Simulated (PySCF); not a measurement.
H₂Pb₂, SMILES [PbH]#[PbH]. Atoms are numbered in the order given.

```xyz
4

Pb     0.0000     1.4597     0.0100
Pb     0.0000    -1.4597     0.0100
H      1.1967     0.0000    -0.8176
H     -1.1967     0.0000    -0.8176
```

The structure is a stationary point at PBE-D3(BJ)/def2-TZVP. The def2 effective core potentials stand for the cores of Pb; spin–orbit coupling is left out.

Calculation: PBE-D3(BJ)/def2-TZVP (PySCF).

Frequencies are harmonic and unscaled.

Computed vibrational spectrum:
| mode | ν (cm⁻¹) | IR (km/mol) | moving atoms (share of kinetic energy) |
|---|---|---|---|
| 1 | 131 | 0.7 | Pb 99 % |
| 2 | 580 | 54.9 | H 99 % |
| 3 | 856 | 0.0 | H 100 % |
| 4 | 949 | 348.1 | H 99 % |
| 5 | 1098 | 150.5 | H 100 % |
| 6 | 1159 | 44.4 | H 100 % |
